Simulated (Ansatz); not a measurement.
Basis-set extrapolation for C8H16O, SMILES `CC(C)C(=O)C(C)(C)C` (PBE0-D4/def2-TZVP geometry, frozen core, Ansatz). Multiplicity 1, RHF reference.

|  | def2-TZVPP | def2-QZVPP |
| --- | --- | --- |
| HF | -387.274293 | -387.292000 |
| MP2 correlation | -1.622697 | -1.726885 |
| CCSD(T) correlation | -1.770920 | not run |

Energies in hartree. Use E(X) = E(∞) + A·exp(−7.88·√X) for Hartree–Fock and E(X) = E(∞) + B·X^(−2.97) for correlation, with X = 3 and 4, and add CCSD(T) minus MP2 of the smaller set to the MP2 limit.

Question: What is the CCSD(T) energy at the basis-set limit?

Answer: HF limit: -387.292000 + (-0.017707) × 0.13774 = -387.29444. MP2 limit: -1.726885 + (-0.104188) × 0.74074 = -1.80406. Higher-order term: -1.770920 − (-1.622697) = -0.14822. Total: -389.24672 hartree, 529.1 kJ/mol below CCSD(T)/def2-TZVPP.
